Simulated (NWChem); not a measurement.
Species: BGeH$_{4}$F; SMILES F[BH][GeH3]

Computed with NWChem. Pople sets run with spherical d functions. Geometry: optimised at PBE-D3(BJ)/def2-SVP. Vertical excitations in the gas phase; the lowest state need not have the same character in each row.

Order these by “lowest excitation, singlet (eV)”, lowest first: LDA (Slater exchange, VWN5)/6-31G*, full TDDFT; B3LYP/6-31G*, full TDDFT; PBE/6-31G*, full TDDFT; Hartree-Fock/6-31G*, TDHF.

LDA (Slater exchange, VWN5)/6-31G*, full TDDFT (4.45), PBE/6-31G*, full TDDFT (4.56), B3LYP/6-31G*, full TDDFT (4.82), Hartree-Fock/6-31G*, TDHF (5.54)
